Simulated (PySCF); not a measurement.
Species: C9H16P (charge -1).
Numbering: `[CH3:1][CH:2]([CH3:3])[CH2:4][P-:5][C:6]1=[CH:7][CH2:8][CH2:9][CH2:10]1` (hydrogens: H11, H12, H13 on C1; H14 on C2; H15, H16, H17 on C3; H18, H19 on C4; H20 on C7; H21, H22 on C8; H23, H24 on C9; H25, H26 on C10)

Structure used (PBE0-D3(BJ)/def2-SVP), in Å, numbered top down from 1:
```
atom  x, y, z in Å
C1     3.372    0.555    0.602
C2     2.782   -0.561   -0.255
C3     3.528   -1.873   -0.028
C4     1.278   -0.707   -0.018
P5     0.293    0.785   -0.617
C6    -1.304    0.317   -0.006
C7    -1.784   -0.783    0.663
C8    -3.242   -0.662    1.010
C9    -3.712    0.442    0.052
C10   -2.461    1.297   -0.168
H11    2.786    1.477    0.466
H12    4.431    0.750    0.357
H13    3.317    0.284    1.672
H14    2.919   -0.274   -1.317
H15    3.140   -2.672   -0.681
H16    3.402   -2.212    1.016
H17    4.611   -1.773   -0.218
H18    0.919   -1.626   -0.525
H19    1.100   -0.877    1.064
H20   -1.171   -1.632    0.981
H21   -3.824   -1.597    0.880
H22   -3.418   -0.351    2.068
H23   -4.580    1.015    0.425
H24   -4.006   -0.020   -0.907
H25   -2.382    2.088    0.603
H26   -2.449    1.810   -1.145
```

Level: PBE0/pcSseg-1 in PySCF, non-relativistic, on one gas-phase PBE0-D3(BJ)/def2-SVP geometry that isn't relaxed in the solvent. The solvent is an IEF-PCM continuum (cavity from Bondi-type radii × 1.2). Only the electrostatic response of the medium enters.

Gas phase at PBE0/pcSseg-1: HOMO 0.63 eV, LUMO 4.66 eV.

What does the continuum do to the energy and the frontier levels at PBE0/pcSseg-1 in acetone and water?

| solvent | ε | E(solvent) − E(gas) (kcal/mol) | polarisation term (kcal/mol) | distortion of the solute (kcal/mol) | HOMO (eV) | LUMO (eV) |
| --- | --- | --- | --- | --- | --- | --- |
| acetone | 20.49 | -51.53 | -56.24 | 4.71 | -3.56 | 1.46 |
| water | 78.36 | -54.00 | -59.43 | 5.43 | -3.75 | 1.29 |

The first energy column is the sum of the next two and covers electrostatics alone. From acetone to water the lowering changes by a factor 1.05, Born's factor 1 − 1/ε by 1.04 and ε itself by 3.8.

Which radius a makes Born's formula ΔE = −(q²/2a)(1 − 1/ε) give the value in water?

a = q²(1 − 1/ε)/(2|ΔE|) = 3.04 Å, with q = -1 e and |ΔE| = 0.0860 Eh; the farthest nucleus lies 4.89 Å from the centroid of the nuclei. The formula assumes a point charge at the centre of a sphere.

Which Mulliken charges (PBE0/pcSseg-1) respond most in acetone (means over atoms taken as equivalent)?

| atoms | environment | gas (e) | solvent (e) | change |
| --- | --- | --- | --- | --- |
| P5 | phosphorus bonded to 2 C | -0.057 | -0.256 | -0.199 |
| H21/H22 | methylene hydrogen | +0.076 | +0.108 | +0.032 |
| H20 | vinylic hydrogen | +0.034 | +0.061 | +0.027 |
| H23/H24 | methylene hydrogen | +0.083 | +0.110 | +0.027 |
| C7 | alkene CH carbon | -0.247 | -0.272 | -0.025 |
| C6 | fully substituted alkene carbon | -0.361 | -0.380 | -0.019 |
| H11 (×6) | methyl hydrogen | +0.088 | +0.106 | +0.018 |
| H25/H26 | methylene hydrogen | +0.096 | +0.113 | +0.017 |
| C1/C3 | methyl carbon | -0.222 | -0.238 | -0.016 |
| C8 | allylic carbon | -0.162 | -0.175 | -0.013 |
| C10 | allylic carbon | -0.149 | -0.159 | -0.010 |
| H18/H19 | methylene hydrogen | +0.105 | +0.115 | +0.010 |
